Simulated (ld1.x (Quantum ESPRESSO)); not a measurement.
Which change was made? (Ga, PAW)

```
Element                 : Ga
Generator               : ld1.x (Quantum ESPRESSO) 7.5
Type                    : PAW
Functional              : PBEsol
Relativity              : scalar-relativistic
Frozen core             : [Ar]
Valence charge          : 13
Reference configuration : 3d10 4s2 4p1
Partial waves           : 4s (bound): rcut 1.75, rcutus 2.30 bohr; 4s channel at -0.2 Ry: rcut 1.75, rcutus 2.30 bohr; 4p (bound): rcut 2.50, rcutus 3.20 bohr; 4p channel at 1.3 Ry: rcut 2.50, rcutus 3.20 bohr; 3d (bound): rcut 0.75, rcutus 0.80 bohr; 3d channel at 0.85 Ry: rcut 0.75, rcutus 0.80 bohr
Local potential         : all-electron potential smoothed inside 1.10 bohr (lloc = -2)
Core correction         : Bessel-smoothed model core inside 0.70 bohr
Augmentation charge     : BESSEL, radius 0.65 bohr
```

Cutoffs, loose and tight: the cutoffs (Ry, on a coarse ladder) from which the occupation-weighted sum of valence levels, in a spherical-Bessel basis at the reference potential, stays within 10 and 1 mRy of its value at 400 Ry. They do not see the model core or the augmentation charge, which bear on the density cutoff. Test errors are all-electron minus pseudo excitation energies from the reference, over the configurations 3d10 4s2 4p0; 3d10 4s1 4p0; 3d10 4s0 4p0; 3d10 4s2 4p1.3; 3d10 4s1 4p2; 3d10 4s2 4p0.5; 3d9 4s0 4p0; variants that change the core or the reference have their own tests.

The base gives: outcome: generated, overlap not positive; bound ghosts: not determined (overlap not positive); largest test error (meV): +459.

After one change the result is: outcome: generated; cutoff, loose: 260 Ry; cutoff, tight: over 300 Ry; bound ghosts: none; largest test error (meV): -446. Which change was it?
A. local potential all-electron potential smoothed inside 3.18 bohr (lloc = -2)
B. waves 4s (bound): rcut 1.75, rcutus 3.46 bohr; 4s channel at -0.2 Ry: rcut 1.75, rcutus 3.46 bohr
C. all radii but the core radius scaled by about 1.26 (s 2.90, p 4.04, d 1.00 bohr, rcut 2.20/3.16/0.94); local potential all-electron potential smoothed inside 1.38 bohr (lloc = -2); augmentation BESSEL, radius 0.82 bohr
D. waves 3d (bound): rcut 0.56, rcutus 0.60 bohr; 3d channel at 0.85 Ry: rcut 0.56, rcutus 0.60 bohr

A. The others give: waves 4s (bound): rcut 1.75, rcutus 3.46 bohr; 4s channel at -0.2 Ry: rcut 1.75, rcutus 3.46 bohr → outcome: generated, overlap not positive; bound ghosts: not determined (overlap not positive); largest test error (meV): +956 | waves 3d (bound): rcut 0.56, rcutus 0.60 bohr; 3d channel at 0.85 Ry: rcut 0.56, rcutus 0.60 bohr → outcome: failed: new_paw_hamiltonian: negative rho | all radii but the core radius scaled by about 1.26 (s 2.90, p 4.04, d 1.00 bohr, rcut 2.20/3.16/0.94); local potential all-electron potential smoothed inside 1.38 bohr (lloc = -2); augmentation BESSEL, radius 0.82 bohr → outcome: generated; cutoff, loose: 160 Ry; cutoff, tight: 260 Ry; bound ghosts: none; largest test error (meV): +567. A file whose overlap is not positive is unfit for use, and its test errors describe a broken file.
